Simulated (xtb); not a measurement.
Br4Zr (SMILES [Br][Zr]([Br])([Br])[Br]), singlet, at a GFN2-xTB geometry (such geometries of metal compounds can be far from the true shape), atoms displaced at random by about 0.1 Å a coordinate. Base run: GFN1-xTB run with xtb.

The xtb input:
```
$ xtb mol.xyz --gfn 1 --opt --json

# file mol.xyz
5

Zr     0.07261343    -0.15970840     0.13711276
Br     1.95069303    -0.52386584    -1.32651911
Br     0.72209215     0.08642827     2.38287666
Br    -1.08967288     2.12808032    -0.69219289
Br    -1.62779597    -1.94965779    -0.10854663
```

The base run was repeated with changes; each row names its change, and settings that it needs were set with it.

```json
[
 {"change": "base", "ΔE vs base (µEh)": "0.0", "optimiser steps": "11"},
 {"change": "opt level = loose", "ΔE vs base (µEh)": "0.0", "optimiser steps": "11"},
 {"change": "opt level = extreme", "ΔE vs base (µEh)": "-0.1", "optimiser steps": "13"},
 {"change": "engine = lbfgs", "ΔE vs base (µEh)": "0.1", "optimiser steps": "-"},
 {"change": "opt level = crude", "ΔE vs base (µEh)": "24.8", "optimiser steps": "8"},
 {"change": "opt level = vtight", "ΔE vs base (µEh)": "0.0", "optimiser steps": "12"},
 {"change": "alpb = water", "ΔE vs base (µEh)": "(withheld)", "optimiser steps": "12"},
 {"change": "engine = inertial", "ΔE vs base (µEh)": "31.1", "optimiser steps": "-"},
 {"change": "opt level = tight", "ΔE vs base (µEh)": "0.0", "optimiser steps": "11"},
 {"change": "opt level = sloppy", "ΔE vs base (µEh)": "0.0", "optimiser steps": "11"}
]
```

Question: Complete the blanks.

Answer: 
- alpb = water, ΔE vs base (µEh): -4907
